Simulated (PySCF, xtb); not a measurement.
Sn(H)(Br)(NH2)2 (BrH5N2Sn), SMILES [NH2][SnH]([NH2])[Br]. The values are those of a single conformer.

Harmonic wavenumbers (cm⁻¹) from xtb with GFN2-xTB at its own minimum, in rising order: 65, 105, 125, 129, 145, 241, 444, 460, 489, 513, 659, 681, 740, 778, 1309, 1468, 1487, 3406, 3414, 3438, 3446.

What does PySCF with PBE0-D3(BJ)/def2-SVP give at its own minimum? (Estimate from the structure and the level; the computed values follow.)

83, 128, 145, 161, 172, 247, 518, 551, 558, 582, 653, 660, 842, 876, 1535, 1546, 1972, 3551, 3554, 3653, 3654. Paired by order, the mean absolute difference is 103 cm⁻¹ and the zero-point energies are 33.7 and 36.7 kcal/mol.
